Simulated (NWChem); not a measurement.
System: C$_{3}$H$_{4}$OSe; SMILES [SeH][C@H]1C=CO1

Output (shortened):

```
             Northwest Computational Chemistry Package (NWChem) 7.3.0
             --------------------------------------------------------

                             Geometry "geometry" -> ""
                             -------------------------

 Output coordinates in angstroms (scale by  1.889725989 to convert to a.u.)

  No.       Tag          Charge          X              Y              Z
 ---- ---------------- ---------- -------------- -------------- --------------
    1 Se                  34.0000     0.00923800    -1.21610000    -0.16094400
    2 C                    6.0000     0.13605300     0.58831300     0.58193500
    3 C                    6.0000     1.04643800     1.59866600    -0.05056600
    4 C                    6.0000    -0.07643700     2.21910500    -0.44037700
    5 O                    8.0000    -0.99790600     1.34214800     0.08406000
    6 H                    1.0000     1.11809100    -1.73092900     0.65848100
    7 H                    1.0000     0.12112600     0.54313200     1.68104500
    8 H                    1.0000     2.11978200     1.73745100    -0.13283100
    9 H                    1.0000    -0.39875300     3.11139200    -0.98134100

 Effective nuclear repulsion energy (a.u.)     314.7514621913

                              NWChem Property Module
                              ----------------------

  itol2e modified to match energy
  convergence criterion.

                                 NWChem DFT Module
                                 -----------------

 Summary of "ao basis" -> "ao basis" (spherical)
 ------------------------------------------------------------------------------
       Tag                 Description            Shells   Functions and Types
 ---------------- ------------------------------  ------  ---------------------
 Se                         def2-svp                12       32   5s4p3d
 C                          def2-svp                 6       14   3s2p1d
 O                          def2-svp                 6       14   3s2p1d
 H                          def2-svp                 3        5   2s1p

  itol2e modified to match energy
  convergence criterion.

[...]

          -----------------------
          Electric field gradient
          -----------------------

 1 a.u. = 0.324123 10**(16) esu/cm**3  ( or statvolts/cm**2 ) = 0.97174 10**(22) v/m**2

 ------------------------------------------------------------
   Atom      X         Y         Z
 ------------------------------------------------------------
    1 Se   0.01746  -2.29810  -0.30414
 ------------------------------------------------------------

 Electric field gradient in molecular frame (a.u.)
         XX             YY             ZZ             XY             XZ             YZ
 ------------------------------------------------------------------------------------------
        0.914584      -3.371829       2.457245       2.275177      -3.658220      -1.059827

 Principal components (a.u.) and orientation
 of principal axis w.r.t. absolute frame                      Asymmetry parameter eta
 --------------------------------------------------------------------------------------
        5.977991      -4.403853      -1.574139                       0.473355

       -0.636808      -0.450326       0.625846
       -0.238086       0.886891       0.395903
        0.733342      -0.103109       0.671995

 ------------------------------------------------------------
   Atom      X         Y         Z
 ------------------------------------------------------------
    2 C    0.25710   1.11175   1.09970
 ------------------------------------------------------------

 Electric field gradient in molecular frame (a.u.)
         XX             YY             ZZ             XY             XZ             YZ
 ------------------------------------------------------------------------------------------
       -0.130630      -0.069452       0.200081       0.190428      -0.141046      -0.034807

 Principal components (a.u.) and orientation
 of principal axis w.r.t. absolute frame                      Asymmetry parameter eta
 --------------------------------------------------------------------------------------
       -0.308089       0.284960       0.023129                       0.849853

        0.781792      -0.431193       0.450415
       -0.598179      -0.314728       0.736972
        0.176019       0.845588       0.503983

 ------------------------------------------------------------
   Atom      X         Y         Z
 ------------------------------------------------------------
    3 C    1.97748   3.02104  -0.09556
 ------------------------------------------------------------

 Electric field gradient in molecular frame (a.u.)
         XX             YY             ZZ             XY             XZ             YZ
 ------------------------------------------------------------------------------------------
        0.034534      -0.016459      -0.018075      -0.047417       0.033295      -0.003988

 Principal components (a.u.) and orientation
 of principal axis w.r.t. absolute frame                      Asymmetry parameter eta
 --------------------------------------------------------------------------------------
        0.073317      -0.052031      -0.021286                       0.419348

        0.831003       0.556142      -0.011831
       -0.453232       0.689256       0.565249
        0.322513      -0.464362       0.824835

 ------------------------------------------------------------
   Atom      X         Y         Z
 ------------------------------------------------------------
    4 C   -0.14444   4.19350  -0.83219
 ------------------------------------------------------------

[...]
```

Level: PBE0/def2-SVP. Coordinates come from a PBE0/def2-SVP optimisation. NWChem prints the field gradient with the sign opposite to the second derivative of the potential.

**Question.** Which NWChem input produces such a log?

**Answer.** One answer among several that fit: the input that was run:
```
start job
memory heap 200 mb stack 900 mb global 1100 mb
geometry units angstroms noautosym nocenter noautoz
  Se     0.009238    -1.216100    -0.160944
  C      0.136053     0.588313     0.581935
  C      1.046438     1.598666    -0.050566
  C     -0.076437     2.219105    -0.440377
  O     -0.997906     1.342148     0.084060
  H      1.118091    -1.730929     0.658481
  H      0.121126     0.543132     1.681045
  H      2.119782     1.737451    -0.132831
  H     -0.398753     3.111392    -0.981341
end
basis spherical
  Se library def2-svp
  C library def2-svp
  O library def2-svp
  H library def2-svp
end
dft
  xc pbe0
  iterations 150
end
property
  efieldgrad
end
task dft property
```
